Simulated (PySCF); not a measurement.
## Exercise with solution: oscillator strength and radiative lifetime

Ge(Et)(OH)3 (C2H8GeO3), SMILES C[CH2][Ge]([OH])([OH])[OH].

Coordinates come from a B3LYP-D3(BJ)/def2-SVP optimisation. Other conformers were not sampled.

TDA-ωB97X/def2-SVPD run with PySCF puts the first singlet state with f over 0.02 at 7.67 eV (vertical), with the transition dipole (-0.772, 0.181, 0.300) in atomic units.

Task: Find the oscillator strength, the wavelength and the radiative lifetime that this transition would have in vacuum if emission retraced absorption.

Result: 
|μ|² = 0.7187 au, so |μ| = 2.15 D. ΔE = 7.67/27.211 = 0.2819 hartree. f = (2/3) ΔE |μ|² = 0.135 (the program prints 0.135).
λ = 1239.84/7.67 = 162 nm; ν = 61863 cm⁻¹.
Einstein's coefficient A = 0.6670 ν² f s⁻¹ (ν in cm⁻¹) = 3.4e8 s⁻¹, so τ = 1/A = 2.9 ns. This state is S1. The figure is the radiative limit of this one transition; relaxation, internal conversion, crossing to triplets and a medium change what is measured.
